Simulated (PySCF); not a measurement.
Te(H)(SH) (H₂STe), SMILES S[TeH].

Geometry: PBE-D3(BJ)/def2-TZVP. The def2 effective core potentials stand for the cores of Te; spin–orbit coupling is left out.

Computed with TDDFT-CAM-B3LYP/def2-TZVPD (PySCF 2.14.0).

Vertical excitations. Gas-phase values at a fixed geometry.

| state | energy (eV) | λ (nm) | f | main pairs |
|---|---|---|---|---|
| S1 | 3.32 | 373 | 0.002 | HOMO→LUMO 96 % |
| S2 | 4.21 | 295 | 0.008 | HOMO−1→LUMO 94 % |
| S3 | 4.68 | 265 | 0.010 | HOMO→LUMO+1 91 % |
| S4 | 5.84 | 212 | 0.037 | HOMO→LUMO+2 68 % |
| S5 | 5.91 | 210 | 0.007 | HOMO−1→LUMO+1 52 %, HOMO−1→LUMO+2 23 % |
| S6 | 6.29 | 197 | 0.029 | HOMO−1→LUMO+2 39 %, HOMO−1→LUMO+1 27 %, HOMO−2→LUMO 17 % |
| S7 | 6.58 | 188 | 0.027 | HOMO→LUMO+3 81 % |
| S8 | 6.63 | 187 | 0.168 | HOMO−2→LUMO 39 %, HOMO→LUMO+3 15 %, HOMO→LUMO+5 12 %, HOMO−3→LUMO 7 % |
| S9 | 6.67 | 186 | 0.129 | HOMO→LUMO+5 68 % |
| S10 | 6.79 | 183 | 0.006 | HOMO→LUMO+4 79 % |
| T1 | 2.74 | 452 | 0 | HOMO→LUMO 95 % |
| T2 | 3.66 | 339 | 0 | HOMO−1→LUMO 93 % |
| T3 | 4.19 | 296 | 0 | HOMO→LUMO+1 81 % |
| T4 | 4.97 | 249 | 0 | HOMO−2→LUMO 89 % |
Triplets are in the Tamm–Dancoff approximation, which puts them higher than full response would, so one can lie above its singlet here.
